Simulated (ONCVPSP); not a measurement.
## Which setting gave this result? (scandium (Sc), ONCV)

Base potential:

ONCVPSP 4.0.1 input, shortened (lines: element, Z, core and valence counts, functional; n l f; lmax; l rc ep ncon nbas qcut; lloc lpopt rc5 dvloc0; l nproj debl; icmod fcfact rcfact), PBE, scalar-relativistic:

```
  Sc 21.00    5    2        4      upf
    1    0    2.00
    2    0    2.00
    2    1    6.00
    3    0    2.00
    3    1    6.00
    3    2    1.00
    4    0    2.00
    2
    0    3.00    0.00    4    8    2.50
    1    2.30    0.03    4    8    3.40
    2    1.90    0.00    3    8    8.10
    2    5    1.90    0.00
    0    3    1.90
    1    2    3.00
    2    0    1.30
    3    2.00    1.00
```

Cutoffs, loose and tight: the cutoffs (Ha) at which the residual kinetic energy of the hardest occupied pseudo-wave falls to 1 and 0.1 mHa per electron. They do not see the model core or the augmentation charge, which bear on the density cutoff. Test errors are all-electron minus pseudo excitation energies from the reference, over the configurations 3d1 4s1; 3d1 4s0; 3d1 4s1.5; 3d1 4s1 4p1; variants that change the core or the reference have their own tests.

Only the d radius is moved (4 further runs of the sweep failed or gave no value and are left out):

| d radius (bohr) | cutoff, loose | cutoff, tight | bound ghosts | largest test error (meV) |
| --- | --- | --- | --- | --- |
| 1.36 | 31 Ha | 104 Ha | s, p | +278 |
| 1.46 | 29 Ha | 40 Ha | s, p | +278 |
| 1.66 | 26 Ha | 29 Ha | p | +275 |
| 1.96 | 23 Ha | 26 Ha | p | +272 |
| 2.14 | 21 Ha | 25 Ha | p | +271 |

Q: One more run gave cutoff, loose: 24 Ha; cutoff, tight: 28 Ha; bound ghosts: p; largest test error (meV): +275. Which value of the d radius was used?

A: 1.84 bohr. The loose cutoff moves one way along this sweep, from 31 Ha at 1.36 to 21 Ha at 2.14 bohr, which places the run between 1.66 and 1.96 bohr.
